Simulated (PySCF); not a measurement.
Computed IR spectrum (relative IR intensity) of a molecule C2H6ClFSi2. Coordinates come from a PBE-D3(BJ)/def2-SVP optimisation. Other conformers were not sampled. Calculation: PBE-D3(BJ)/def2-SVP in PySCF 2.14.0. Frequencies are harmonic and unscaled.

| ν (cm⁻¹) | relative intensity |
|---|---|
| 297 | 2.0 |
| 354 | 5.9 |
| 381 | 6.0 |
| 409 | 6.9 |
| 463 | 5.4 |
| 503 | 34 |
| 543 | 3.3 |
| 597 | 40 |
| 624 | 32 |
| 663 | 13 |
| 691 | 44 |
| 741 | 100 |
| 814 | 6.7 |
| 893 | 71 |
| 959 | 14 |
| 1019 | 8.3 |
| 1049 | 33 |
| 1110 | 55 |
| 1196 | 3.6 |
| 1297 | 8.1 |
| 1377 | 5.2 |
| 2157 | 80 |
| 2163 | 82 |
| 2187 | 55 |
| 2905 | 17 |
| 2986 | 3.2 |
| 3057 | 4.1 |

Identify the compound among the candidates.
(A) F[SiH2]/C=C(/[SiH3])Cl
(B) F[C@H]1C[SiH2][Si@H]1Cl
(C) C=C([SiH3])[Si@H](F)Cl
(D) C=C[SiH2][Si@@H](F)Cl

B, F[C@H]1C[SiH2][Si@H]1Cl
